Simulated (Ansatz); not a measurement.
A structure relaxed at r2SCAN-D4/def2-SVP in Ansatz, charge 0, singlet:

```csv
atom,x (Å),y (Å),z (Å)
Cl1,2.487,0.202,0.324
Cl2,-2.259,-0.143,-0.487
Cl3,0.291,1.697,-1.820
Cl4,-0.093,-1.492,1.784
P5,-0.375,1.933,1.833
P6,0.330,-1.960,-1.812
Sn7,0.115,0.071,-0.054
H8,-0.474,3.308,1.502
H9,0.562,1.980,2.893
H10,-1.582,1.741,2.547
H11,1.590,-2.508,-2.163
H12,-0.213,-1.698,-3.092
H13,-0.379,-3.131,-1.452
```

**Question.** Give its formula, name or SMILES.

**Answer.** trans-Sn(PH3)2Cl4 (SnP2H6Cl4).

**Question.** Summarise the bond lengths by kind (pairs closer than 1.2 times the sum of covalent radii, bridged metal pairs left out).

**Answer.** 4 × Cl–Sn 2.41 to 2.42 Å; 2 × P–Sn 2.70 Å; 6 × H–P 1.42 Å.

In the def2 sets Sn takes a core potential; there is no spin–orbit coupling. Another isomer (singlet) lies 0.06 eV lower at PBE0-D4/def2-TZVP; other spin states weren't run for this one.
